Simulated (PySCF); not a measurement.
Sb (antimony, neutral) across methods

[Kr] 4d10 5s2 5p2 5d1, one real determinant (an excited configuration). Calculation: PySCF 2.14, in aug-cc-pVQZ-PP with ECP28MDF (7s7p5d3f2g, 92 functions); scalar relativity through the core potential. The B2PLYP total includes its PT2 part (frozen core); its orbital energies are those of the SCF part.

| method | E (hartree) | mean ε 5s β (eV) | mean ε 5p α (eV) | mean ε 5d α (eV) | Σ⟨r²⟩ (bohr²) | ⟨S²⟩ |
| --- | --- | --- | --- | --- | --- | --- |
| PBE0 | -239.9673 | -15.706 | -8.829 | -0.882 | 82.57 | 3.752 |
| UHF | -239.01545 | -17.388 | -11.650 | -1.470 | 85.58 | 3.757 |
| r2SCAN | -240.0468 | -14.902 | -8.095 | -0.506 | 82.21 | 3.753 |
| B2PLYP | -239.6832 | -16.548 | -9.739 | -1.007 | 83.97 | 3.753 |
| LDA | -239.5849 | -15.188 | -7.752 | -0.517 | 81.54 | 3.751 |
| TPSSh | -239.8768 | -15.006 | -8.251 | -0.642 | 82.58 | 3.752 |
| LC-wPBE | -239.9749 | -18.415 | -11.491 | -1.825 | 82.49 | 3.754 |

Question: Estimate the same row for PBE.

Answer: E (hartree) = -239.9600; mean ε 5s β (eV) = -14.768; mean ε 5p α (eV) = -7.686; mean ε 5d α (eV) = -0.575; Σ⟨r²⟩ (bohr²) = 82.24; ⟨S²⟩ = 3.751.

⟨L²⟩ = 7.94 against 12 for a pure F term, so this real determinant mixes terms. Energies and moments cover only the electrons outside the core potential. The outer electron is Rydberg-like, and this basis confines it to a smaller radius and binds it less than a complete one would.
